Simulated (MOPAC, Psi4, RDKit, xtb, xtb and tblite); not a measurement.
Two geometries of SMILES c1cnc(Sc2sccc2)cc1, singlet, relaxed at GFN2-xTB with one dihedral held; other torsions can differ between them too.

Structure A

```
19

C      3.2534    -0.0351    -0.6322
C      2.9509    -1.2747    -1.1792
C      1.6268    -1.6367    -1.3421
C      0.6562    -0.7168    -0.9568
S     -1.0783    -1.0652    -1.1045
C     -1.0991    -2.1036    -2.5216
C     -1.7680    -3.2838    -2.6482
C     -1.6638    -3.8309    -3.9453
C     -0.9252    -3.0597    -4.7825
S     -0.3529    -1.6273    -4.0217
N      0.9345     0.4584    -0.4254
C      2.2022     0.7890    -0.2628
H      4.2757     0.2777    -0.4919
H      3.7373    -1.9570    -1.4676
H      1.3523    -2.5989    -1.7454
H     -2.3036    -3.7412    -1.8369
H     -2.1117    -4.7645    -4.2340
H     -0.6716    -3.2412    -5.8079
H      2.3725     1.7618     0.1785
```

Structure B

```
19

C     -3.2323    -0.0556    -0.5169
C     -2.8883    -0.9431    -1.5271
C     -1.5970    -1.4326    -1.5913
C     -0.6983    -1.0058    -0.6181
S      0.9933    -1.5232    -0.5488
C      1.1110    -2.6255    -1.9180
C      1.6681    -2.3594    -3.1319
C      1.6602    -3.4785    -3.9912
C      1.1069    -4.5766    -3.4149
S      0.5887    -4.2830    -1.8044
N     -1.0152    -0.1541     0.3414
C     -2.2499     0.3079     0.3907
H     -4.2311     0.3430    -0.4402
H     -3.6179    -1.2511    -2.2622
H     -1.2983    -2.1159    -2.3702
H      2.0605    -1.3942    -3.3947
H      2.0469    -3.4614    -4.9940
H      0.9683    -5.5510    -3.8396
H     -2.4512     1.0005     1.1971
```

Q: Which is lower in energy at the level PBE0-D3(BJ)/def2-SVP // GFN2-xTB (Psi4), and by how much?

A: B is lower, by 1.77 kcal/mol (dihedral N11–C4–S5–C6: 150° in A, 180° in B).

E(B) − E(A) in kcal/mol at the other levels, on the same two geometries: GFN2-xTB (xtb and tblite) 0.19; MMFF94 // GFN2-xTB (RDKit) 0.35; PBE0/def2-SVP // GFN2-xTB (Psi4) -1.91; PBE/def2-SVP // GFN2-xTB (Psi4) -1.88; PBE-D3(BJ)/def2-SVP // GFN2-xTB (Psi4) -1.74; UFF // GFN2-xTB (RDKit) 0.75; PM3, restricted, heats of formation // GFN2-xTB (MOPAC) -2.02; PM7, restricted, heats of formation // GFN2-xTB (MOPAC) -0.92; GFN1-xTB // GFN2-xTB (xtb) -0.34.
